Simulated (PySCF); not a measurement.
Si(H)2(OH)(SiH3) (H₆OSi₂), SMILES O[SiH2][SiH3]. Atoms are numbered in the order given.

```xyz
9

Si    -0.8620    -0.2060     0.1553
O     -1.3439     1.2912    -0.4134
Si     1.4721    -0.4541     0.0194
H     -1.2860    -0.4299     1.5768
H     -1.5452    -1.2116    -0.7057
H     -0.9392     2.0570     0.0040
H      2.1459     0.6254     0.8103
H      1.9376    -0.3506    -1.3982
H      1.8963    -1.7781     0.5740
```
Charge 0, spin multiplicity 1.

Geometry: PBE0-D3(BJ)/def2-SVP. One conformer was computed; it need not be the lowest.

Method: PySCF with B3LYP/pcJ-1.

Isotropic couplings with Fermi-contact, spin-dipole and both spin-orbit terms, one fixed conformer, no vibrational averaging. Isotopes: 1H, 29Si.

```json
[
 {"pair": "Si1–Si3", "bonds apart": "1", "J (Hz)": "82.3"},
 {"pair": "Si1–H4", "bonds apart": "1", "J (Hz)": "?"},
 {"pair": "Si1–H5", "bonds apart": "1", "J (Hz)": "?"},
 {"pair": "Si3–H7", "bonds apart": "1", "J (Hz)": "?"},
 {"pair": "Si3–H8", "bonds apart": "1", "J (Hz)": "?"},
 {"pair": "Si3–H9", "bonds apart": "1", "J (Hz)": "?"},
 {"pair": "Si1–H6", "bonds apart": "2", "J (Hz)": "?"},
 {"pair": "Si1–H7", "bonds apart": "2", "J (Hz)": "-5.7"},
 {"pair": "Si1–H8", "bonds apart": "2", "J (Hz)": "-5.4"},
 {"pair": "Si1–H9", "bonds apart": "2", "J (Hz)": "-14.7"},
 {"pair": "Si3–H4", "bonds apart": "2", "J (Hz)": "-23.3"},
 {"pair": "Si3–H5", "bonds apart": "2", "J (Hz)": "-16.5"},
 {"pair": "H4–H5", "bonds apart": "2", "J (Hz)": "10.0"},
 {"pair": "H7–H8", "bonds apart": "2", "J (Hz)": "0.7"},
 {"pair": "H7–H9", "bonds apart": "2", "J (Hz)": "-1.2"},
 {"pair": "H8–H9", "bonds apart": "2", "J (Hz)": "0.6"},
 {"pair": "Si3–H6", "bonds apart": "3", "J (Hz)": "0.6"},
 {"pair": "H4–H6", "bonds apart": "3", "J (Hz)": "?"},
 {"pair": "H4–H7", "bonds apart": "3", "J (Hz)": "?"},
 {"pair": "H4–H8", "bonds apart": "3", "J (Hz)": "?"},
 {"pair": "H4–H9", "bonds apart": "3", "J (Hz)": "?"},
 {"pair": "H5–H6", "bonds apart": "3", "J (Hz)": "?"},
 {"pair": "H5–H7", "bonds apart": "3", "J (Hz)": "?"},
 {"pair": "H5–H8", "bonds apart": "3", "J (Hz)": "?"},
 {"pair": "H5–H9", "bonds apart": "3", "J (Hz)": "?"},
 {"pair": "H6–H9", "bonds apart": "4", "J (Hz)": "-1.3"}
]
```

Q: Some entries are withheld; supply them. (Estimate from the structure and the level; the computed values follow.)

A: 
- Si1–H4, J (Hz): -215.7
- Si1–H5, J (Hz): -242.8
- Si3–H7, J (Hz): -198.6
- Si3–H8, J (Hz): -209.5
- Si3–H9, J (Hz): -205.4
- Si1–H6, J (Hz): 0.6
- H4–H6, J (Hz): -1.6
- H4–H7, J (Hz): -1.8
- H4–H8, J (Hz): 12.3
- H4–H9, J (Hz): -1.4
- H5–H6, J (Hz): 12.6
- H5–H7, J (Hz): 11.9
- H5–H8, J (Hz): -1.2
- H5–H9, J (Hz): -1.5
